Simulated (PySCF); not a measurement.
C4H5NS2, SMILES Cc1ncsc1S. Heavy atoms are numbered as in [CH3:1][c:2]1[n:3][cH:4][s:5][c:6]1[SH:7]. Hydrogens are named by the atom that carries them.

The structure is a stationary point at r2SCAN-D4/def2-SVP. Other conformers were not sampled.

Computed with PBE/pcSseg-1 run with PySCF.

GIAO shieldings, no solvent; atoms alike by connectivity are averaged. δ = σ(ref) − σ: ¹³C against TMS (σ = 182.0 ppm); ¹⁵N against NH3 (σ = 267.0 ppm); ³³S against H2S (σ = 706.5 ppm); ¹H against TMS (σ = 31.49 ppm), references at their B3LYP-D3(BJ)/def2-TZVP geometries, non-relativistic.

Computed chemical shifts:
| nucleus | atoms | count | δ (ppm) |
|---|---|---|---|
| ¹³C | C2 | 1 | 165.5 |
| ¹³C | C4 (CH) | 1 | 157.4 |
| ¹³C | C6 | 1 | 128.3 |
| ¹³C | C1 (CH3) | 1 | 19.3 |
| ¹⁵N | N3 | 1 | 372.1 |
| ³³S | S5 | 1 | 552.5 |
| ³³S | S7 (SH) | 1 | 119.1 |
| ¹H | H on C4 | 1 | 8.48 |
| ¹H | H on S7 | 1 | 3.50 |
| ¹H | H on C1 | 3 | 2.97 |
